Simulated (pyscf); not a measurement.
`[F][SiH]([F])[O][SiH3]`, singlet

Gas-phase minimum from PySCF at ωB97X-D3(BJ)/def2-SVP, one conformer. 

```
O
Si 1 1.6246
F 2 1.6110 1 109.86
F 2 1.6133 3 106.11 1 117.88
Si 1 1.6741 2 141.37 3 75.67
H 2 1.4665 3 109.70 4 119.07
H 5 1.4851 1 107.87 2 -152.21
H 5 1.4873 7 110.14 1 119.07
H 5 1.4889 7 110.21 8 121.28
```

Properties at ωB97X-D3(BJ)/def2-SVP:

```json
{
  "harmonic_wavenumbers_unscaled": "23, 44, 71, 296, 313, 423, 620, 740, 748, 841, 851, 919, 966, 971, 986, 1006, 1139, 2275, 2283, 2295, 2397 cm⁻¹",
  "zero_point_energy": "28.9 kcal/mol",
  "rotational_symmetry_number": "1",
  "Entropy of this conformer at 298 K and 1 atm, rigid rotor and harmonic oscillator, modes under 100 cm⁻¹ raised to 100": "349.0 J/(mol K)",
  "dipole_moment": "1.42 D"
}
```

Single-point totals, which compare only within one level:

```
level                   total energy (hartree)
----------------------  ----------------------
ωB97X-D3(BJ)/def2-TZVP              -856.74576
PBE/def2-TZVP                       -856.09121
r²SCAN/def2-TZVP                    -856.50447
B3LYP-D3(BJ)/def2-TZVP              -856.73255
PBE0-D3(BJ)/def2-TZVP               -856.15755
M06-2X/def2-TZVP                    -856.54233
ωB97M-D3(BJ)/def2-TZVP              -856.80884
```

The lowest mode is so soft that the shape along it may change with the basis. Soft torsions are taken as harmonic, which can shift the entropy by several J/(mol K).
